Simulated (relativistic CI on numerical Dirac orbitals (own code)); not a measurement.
# Transition arrays of Ce16+

Method of calculation: Dirac-Coulomb-Breit CI, separate exchange-only KLI orbitals for each configuration, model QED, valence Slater integrals scaled by 0.9, whole transition arrays (own radial code, finite nucleus).

CI space (outside the closed core [Ar] 3d10 4s2): 4p6 4d6, 4p6 4d5 4f, 4p5 4d7, 4p6 4d5 5p, 4p6 4d5 5f. Levels of other configurations are missing.

All E1 lines from the levels of 4p6 4d6; mean and standard deviation are weighted by gf, and upper levels are sorted by their leading configuration.

```csv
Upper configuration,Lines,Σgf,Mean (eV),Mean (nm),σ (eV),Strongest line (nm)
4p6 4d5 4f,6166,1610.6,142.85,8.680,3.87,8.628
4p5 4d7,1022,82.6,138.82,8.931,15.43,8.545
4p6 4d5 5p,3245,125.1,165.53,7.490,3.32,7.486
4p6 4d5 5f,5470,70.8,251.76,4.925,3.19,4.937
```

Σgf per state of the lower configuration in bins of 0.1 nm over the central range (centre: value): 4.85: 0.13, 4.95: 0.17, 5.05: 0.03, 7.35: 0.07, 7.45: 0.22, 7.55: 0.17, 7.65: 0.05, 8.15: 0.05, 8.25: 0.07, 8.35: 0.13, 8.45: 0.33, 8.55: 1.49, 8.65: 3.34, 8.75: 1.79, 8.85: 0.44, 8.95: 0.13.

(1) How do configuration mixing and the scaling of the Slater integrals move the arrays?

## Answers

(1) Slater scale 0.9, no configuration mixing: 4p6 4d5 4f 136.9 ± 5.8 eV (Σgf 1104.4), 4p5 4d7 123.0 ± 11.1 eV (Σgf 424.9), 4p6 4d5 5p 165.9 ± 3.1 eV (Σgf 157.9), 4p6 4d5 5f 251.4 ± 3.2 eV (Σgf 102.3); Slater scale 1: 4p6 4d5 4f 145.5 ± 4.0 eV (Σgf 1648.6), 4p5 4d7 142.1 ± 15.7 eV (Σgf 81.0), 4p6 4d5 5p 165.0 ± 4.6 eV (Σgf 121.0), 4p6 4d5 5f 251.9 ± 3.4 eV (Σgf 69.5); Slater scale 0.8: 4p6 4d5 4f 140.1 ± 3.7 eV (Σgf 1556.9), 4p5 4d7 136.1 ± 14.6 eV (Σgf 98.1), 4p6 4d5 5p 165.5 ± 3.0 eV (Σgf 130.9), 4p6 4d5 5f 251.7 ± 3.0 eV (Σgf 72.0). With mixing, levels are counted to their leading configuration, so an array can shrink or vanish into another, and the sums then hold other lines.
